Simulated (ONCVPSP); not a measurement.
**Before and after: ONCV potential for Zr (Z = 40)**

```
Element                 : zirconium (Zr)
Generator               : ONCVPSP 4.0.1
Type                    : optimised norm-conserving Vanderbilt (ONCV)
Functional              : PBEsol
Relativity              : scalar-relativistic
Frozen core             : [Kr]
Valence charge          : 4
Reference configuration : 4d3 5s1
Partial waves           : 5s: rc 3.20 bohr, ncon 4, nbas 9, qcut 1.7 1/bohr, 2 projectors, debl 1.2 Ha; p scattering state at 0.13 Ha: rc 2.80 bohr, ncon 5, nbas 8, qcut 2.9 1/bohr, 1 projector; 4d: rc 2.65 bohr, ncon 3, nbas 7, qcut 6.9 1/bohr, 2 projectors, debl 2.6 Ha
Local potential         : polynomial inside 1.90 bohr (lpopt 5, dvloc0 6 Ha)
Core correction         : Teter function, fcfact 3.25, rcfact 1.4
```

Change: local potential polynomial inside 1.90 bohr (lpopt 5, dvloc0 0 Ha).

Cutoffs: the cutoffs (Ha) at which the residual kinetic energy of the hardest occupied pseudo-wave falls to 1 and 0.1 mHa per electron; they do not see the model core or the augmentation charge, which bear on the density cutoff. Errors are all-electron minus pseudo energies relative to the spin-unpolarised reference configuration.

Q: How do hardness, ghosts and transferability respond?

A: The potential gets neither clearly harder nor softer (12 Ha and 20 Ha → 12 Ha and 20 Ha); a bound ghost appears in s, which as a rule spoils a file; the lowest positive-energy flag moves from none to p at 1.7 eV; the number of tests with a reliable result goes from 3 to 1. In the separable form a ghost depends on how the local part lies against the semilocal potential of the channel, so the choice of the local part can create or remove one.

| quantity | base | changed |
| --- | --- | --- |
| cutoff, loose | 12 Ha | 12 Ha |
| cutoff, tight | 20 Ha | 20 Ha |
| bound ghosts | none | s |
| GHOST(+) flags under 300 eV | none | p at 1.7 eV |
| tests with a reliable result | 3 of 4 | 1 of 4 |
| error for 4d2 5s2, meV [ΔE -1.21 eV] | -20 | -19 |
| s: phases at 3.24 bohr within 0.05 rad from the reference energy up to (Ha; the scan ends near 5) | n/a | n/a |
| p: phases at 2.84 bohr within 0.05 rad from the reference energy up to (Ha; the scan ends near 5) | 0.3 | 0.2 |
| d: phases at 2.70 bohr within 0.05 rad from the reference energy up to (Ha; the scan ends near 5) | 4.6 | 4.7 |
| rms error of d²Exc/dni dnj with the model core, mHa | 3.91 | 3.91 |

 A true bound ghost makes a file unfit for plane-wave use even where its test errors are small: the radial tests pick states by their node count and pass the ghost by.
